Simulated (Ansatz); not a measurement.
Consider the homolysis of the C–Si bond: `CC([SiH3])CF` → `C[CH]CF`• + `[SiH3]`•.

Program: Ansatz. Geometries: PBE0-D4/def2-TZVP. ΔE: electronic, gas phase. CBS: MP2 limit from def2 TZ/QZ plus the TZ coupled-cluster correction, frozen cores. This one scheme is used for every species. Functionals use def2-TZVPP. HSE06 is defined as in plane-wave codes. No spin–orbit coupling; open shells (•) take unrestricted orbitals. Each species was taken in one conformer, which may not be the lowest.

`CC([SiH3])CF`:

```xyz
14

C     1.182    0.377    0.889
C     0.263    0.196   -0.317
Si   -1.507    0.744    0.074
C     0.309   -1.214   -0.861
F    -0.285   -2.098    0.031
H     1.153    1.401    1.268
H     0.888   -0.288    1.704
H     2.220    0.147    0.630
H     0.601    0.850   -1.132
H    -2.014    0.098    1.311
H    -1.511    2.219    0.279
H    -2.411    0.417   -1.062
H     1.341   -1.552   -1.005
H    -0.229   -1.297   -1.810
```

`C[CH]CF`•:

Z-matrix (Å, degrees):
```
C
C 1 1.480
H 1 1.093 2 111.2
H 1 1.101 2 111.4 3 118.6
H 1 1.091 2 111.8 3 -121.6
C 2 1.475 1 120.8 3 -43.1
H 2 1.083 1 120.3 3 145.4
F 6 1.396 2 111.1 1 52.8
H 6 1.093 2 111.7 1 173.1
H 6 1.101 2 111.8 1 -65.1
```

`[SiH3]`•:

Cartesian coordinates in Å:
```
Si 0.291 -0.006 -0.171
H 0.115 -1.338 0.463
H -0.796 0.275 -1.144
H 0.389 1.069 0.852
```

| level | ΔE (kJ/mol) | difference from CCSD(T)/CBS |
| --- | --- | --- |
| B97M-V | 344.8 | -20.3 |
| HSE06-D4 | 341.7 | -23.4 |
| BHLYP-D4 | 337.8 | -27.3 |
| ωB97M-V | 364.5 | -0.6 |
| PBE | 328.4 | -36.7 |
| BLYP | 307.0 | -58.1 |
| r2SCAN | 321.8 | -43.3 |
| HSE06 | 332.7 | -32.4 |
| RPA@PBE/def2-TZVPP | 348.3 | -16.8 |
| HF/def2-SVP | 249.2 | -115.9 |
| HF/def2-TZVPP | 245.3 | -119.8 |
| MP2/def2-TZVPP | 372.4 | 7.3 |
| CCSD(T)/def2-TZVPP | 355.7 | -9.4 |
| SCS-MP2/def2-QZVPP | 374.6 | 9.5 |
| MP2/CBS(def2) | 381.7 | 16.6 |
| CCSD/CBS(def2) | 355.1 | -10.0 |
| CCSD(T)/CBS | 365.1 | 0 |

Largest T1 diagnostic among the species: 0.015.

From PBE to PBE0 (25 % exact exchange), in def2-TZVPP and without D4, ΔE moves by +3.9 kJ/mol. Leaving LDA and LC-ωPBE aside and taking each functional with its dispersion term where it has one, the values, not all of them listed here, spread over 39.8 kJ/mol, from r2SCAN-D4 to ωB97M-V. LDA lies +62.8 kJ/mol from PBE without D4, its usual overbinding.

CCSD(T)/CBS has its own doubt, a few kJ/mol and more with outer-core shells, so smaller differences from it don't rank the levels.
